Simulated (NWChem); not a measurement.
A series in which one site is exchanged, each optimised at PBE0/def2-SVP with NWChem, gas phase unless a solvent is named. For some, no frequency run checked for a minimum. def2 effective core potentials on I; no spin-orbit coupling.

A: CBF (CH4BF; site = F)
B: CBI (CH$_{4}$BI; site = I)
C: CBCl (CH₄BCl; site = Cl)
D: BC (CH$_{5}$B; site = H)

Question: Rank them by orbital gap (eV), PBE0/def2-SVP, lowest first.

Answer: B (5.72), C (7.26), D (7.77), A (8.57)
